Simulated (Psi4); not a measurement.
Pair of molecules, SMILES F with SMILES FC(F)F (the first has 2 atoms); geometry from B3LYP-D3(BJ)/def2-TZVP, rigid monomers moved along the line of their centres of mass till H2···F3 is 3.65 Å.
(charge 0, multiplicity 1):
```json
[
 {"atom": "F", "x (Å)": "0.2502", "y (Å)": "0.2326", "z (Å)": "-0.1442"},
 {"atom": "H", "x (Å)": "-0.0247", "y (Å)": "0.9142", "z (Å)": "0.4229"},
 {"atom": "F", "x (Å)": "-0.2439", "y (Å)": "1.0835", "z (Å)": "4.0626"},
 {"atom": "C", "x (Å)": "0.1404", "y (Å)": "-0.0916", "z (Å)": "4.6273"},
 {"atom": "F", "x (Å)": "-0.8995", "y (Å)": "-0.5748", "z (Å)": "5.3106"},
 {"atom": "F", "x (Å)": "1.1342", "y (Å)": "0.1711", "z (Å)": "5.4788"},
 {"atom": "H", "x (Å)": "0.4586", "y (Å)": "-0.7848", "z (Å)": "3.8501"}
]
```

Calculation: Psi4 1.11 with SAPT0/jun-cc-pV(D+d)Z.

Problem. Give the four SAPT terms and the total, and say what mostly holds the pair together.

Solution. electrostatics -0.57, exchange 0.01, induction -0.03, dispersion -0.05, total -0.64 kcal/mol; the largest attraction is electrostatics.
